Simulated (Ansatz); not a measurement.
`C#[C][GeH2][SbH2]` + `C=N` → `C=[N][SbH2]` + `C#[C][GeH3]`  (cleavage of the Sb–Ge bond)

Computed with Ansatz on PBE0-D4/def2-TZVP structures; ΔE is electronic, products minus reactants. CCSD(T)/CBS is the MP2 limit (def2-TZVPP, def2-QZVPP) plus CCSD(T) − MP2 in def2-TZVPP, frozen cores. This one scheme is used for every species. DFT in def2-TZVPP. Elements past krypton have def2 core potentials. For Ge, Sb outer-core shells are correlated without core-valence functions, which leaves a few kJ/mol of doubt a bond. Scalar relativity is left out up to krypton.

| species | PBE0-D4 energy (Eh) |
| --- | --- |
| `C#[C][GeH2][SbH2]` | -2396.08397 |
| `C=N` | -94.55263 |
| `C=[N][SbH2]` | -335.39866 |
| `C#[C][GeH3]` | -2155.20767 |

Q: Work out ΔE.

A: ΔE = (-335.39866) + (-2155.20767) − (-2396.08397) − (-94.55263) = 0.03027 Eh = +79.5 kJ/mol. CCSD(T)/CBS gives +73.5 kJ/mol.

Largest T1 diagnostic among the species: 0.015.

From r2SCAN to r2SCAN0 (25 % exact exchange), in def2-TZVPP and without D4, ΔE moves by +6.5 kJ/mol. At CCSD(T), def2-SVP lies +4.6 kJ/mol from the extrapolated value and def2-TZVPP −2.8 kJ/mol. Leaving LDA and LC-ωPBE aside and taking each functional with its dispersion term where it has one, the values, not all of them listed here, spread over 23.6 kJ/mol, from B97M-V to HSE06-D4.
